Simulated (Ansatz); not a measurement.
Relaxation of AlClFH₄N₂ (9 atoms, charge 0, multiplicity 2), to a largest force component of 0.03 eV/Å in at most 50 steps.

All numbers below come from Ansatz 0.2.0, UKS LDA/def2-SVP.

```xyz
9
Properties=species:S:1:pos:R:3
Al 0.045 -0.162 0.485
F 0.252 -1.549 1.393
N 1.412 0.227 -0.679
H 1.317 0.759 -1.553
H 2.391 -0.052 -0.541
N -1.442 -0.117 -0.598
H -2.318 -0.615 -0.392
H -1.556 0.460 -1.441
Cl -0.101 1.050 2.186
```

**Question.** Where does it end, and by what steps?

**Answer.** The forces met the threshold. After 11 steps the energy has fallen by 0.504 eV; H7 moved furthest, 1.15 Å.

```csv
step,energy less start (eV),largest force component (eV/Å),accepted
0,0.0000,1.239,yes
1,-0.2513,0.665,yes
2,-0.2887,0.440,yes
3,-0.3111,0.907,yes
4,-0.3930,0.193,yes
5,-0.4395,0.163,yes
6,-0.4606,0.200,yes
7,-0.4642,0.844,yes
8,-0.4974,0.275,yes
9,-0.5022,0.113,yes
10,-0.5034,0.032,yes
11,-0.5038,0.022,yes
```

```xyz
9
Properties=species:S:1:pos:R:3
Al 0.038 -0.094 0.771
F 0.243 -1.589 1.480
N 1.280 0.150 -0.587
H 1.445 1.051 -1.057
H 1.622 -0.624 -1.174
N -1.302 -0.167 -0.510
H -1.481 -1.005 -1.081
H -1.708 0.663 -0.964
Cl -0.137 1.616 1.982
```

Whether the end is a true minimum wasn't checked by a vibrational analysis.

The run took 18 s on 4 threads of Arm Neoverse V2, on a shared host, peak memory 0.23 GiB.
